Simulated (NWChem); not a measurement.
# P2H cation; SMILES P#[PH+]

```xyz
3

P      0.0000     0.0000     1.0404
P      0.0000     0.0000    -0.8584
H      0.0000     0.0000    -2.2951
```
Atoms are numbered in this order, from 1.

Coordinates come from a PBE-D3(BJ)/def2-SVP optimisation.

### Question
List the 6 lowest vertical singlet excitations from LRC-wPBEh/6-31+G* (spherical d), full TDDFT (NWChem).

### Answer
```csv
state,energy (eV),oscillator strength,leading excitation (squared amplitude)
S1,3.42,0.000,HOMO−1 → LUMO+1 (0.50)
S2,3.89,0.000,HOMO−1 → LUMO (0.49)
S3,3.89,0.000,HOMO−1 → LUMO+1 (0.49)
S4,5.05,0.021,HOMO → LUMO+2 (0.99)
S5,5.05,0.021,HOMO−1 → LUMO+2 (0.99)
S6,6.17,0.098,HOMO−1 → LUMO (0.35)
```
